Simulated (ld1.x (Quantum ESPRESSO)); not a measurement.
Scattering properties, ultrasoft potential for scandium

| Quantity | Value |
| --- | --- |
| Element | scandium (Sc) |
| Generator | ld1.x (Quantum ESPRESSO) 7.5 |
| Type | ultrasoft |
| Functional | PBEsol |
| Relativity | scalar-relativistic |
| Frozen core | [Ar] |
| Valence charge | 3 |
| Reference configuration | 3d1 4s2 4p0 |
| Partial waves | 4s (bound): rcut 2.70, rcutus 3.40 bohr; 4s channel at 4.1 Ry: rcut 2.70, rcutus 3.40 bohr; 4p (bound, empty): rcut 4.10, rcutus 4.40 bohr; 4p channel at 5.05 Ry: rcut 4.10, rcutus 4.40 bohr; 3d (bound): rcut 1.30, rcutus 1.40 bohr; 3d channel at 3.25 Ry: rcut 1.30, rcutus 1.40 bohr |
| Local potential | all-electron potential smoothed inside 2.30 bohr (lloc = -1) |
| Core correction | none |
| Augmentation charge | PSQ, inside the norm-conserving radii |

The phase is arctan(r·u′/u) with u = r·R(r), unwrapped; energies in Ry, scanned from -2 to 5 Ry. A pole is an energy at which the radial function vanishes at the test radius. The pseudo phase is shifted by a multiple of π to meet the all-electron one at the reference energy, and phase errors are pseudo minus all-electron; the curves can meet again beyond the range given. Levels narrower than the energy grid can be missing from the lists of poles.

```
channel  radius (bohr)  reference energy (Ry)  poles, all-electron      poles, pseudo  unbroken range about the reference energy with phases within 0.05 rad  phase error 1 Ry above the reference energy (rad)
      s           4.77                  -0.31          -0.06, 2.07        -0.06, 2.05                                                              below 0.8                                             -0.021
      p           4.77                  -0.11           0.34, 2.54               0.54                                                              below 0.2                                             +0.214
      d           4.77                  -0.24    -0.21, 1.09, 3.35  -0.21, 1.09, 3.35                                                        the whole range                                             +0.000
```

Note: ghost state, extra bound levels that the all-electron valence spectrum of the same l lacks: p at -83.2 eV (s not tested). A true bound ghost makes a file unfit for plane-wave use. Its overlap operator is not positive definite in a basis up to 400 Ry (lowest eigenvalue s -0.01), so the file is unfit for use: the generalised eigenproblem breaks down once the basis is large enough, and its test numbers describe a broken file.

Phases in the s channel:

```json
{"E (Ry)": "-2.00", "all-electron": "1.407", "pseudo": "1.407"}
{"E (Ry)": "-1.52", "all-electron": "1.375", "pseudo": "1.375"}
{"E (Ry)": "-1.04", "all-electron": "1.309", "pseudo": "1.309"}
{"E (Ry)": "-0.56", "all-electron": "0.978", "pseudo": "0.977"}
{"E (Ry)": "-0.08", "all-electron": "-1.552", "pseudo": "-1.552"}
{"E (Ry)": "0.40", "all-electron": "-1.834", "pseudo": "-1.837"}
{"E (Ry)": "0.88", "all-electron": "-3.227", "pseudo": "-3.303"}
{"E (Ry)": "1.36", "all-electron": "-4.521", "pseudo": "-4.529"}
{"E (Ry)": "1.84", "all-electron": "-4.673", "pseudo": "-4.677"}
{"E (Ry)": "2.32", "all-electron": "-4.750", "pseudo": "-4.753"}
{"E (Ry)": "2.80", "all-electron": "-4.832", "pseudo": "-4.836"}
{"E (Ry)": "3.28", "all-electron": "-5.053", "pseudo": "-5.064"}
{"E (Ry)": "3.76", "all-electron": "-7.262", "pseudo": "-7.269"}
{"E (Ry)": "4.24", "all-electron": "-7.708", "pseudo": "-7.708"}
{"E (Ry)": "4.72", "all-electron": "-7.795", "pseudo": "-7.796"}
```
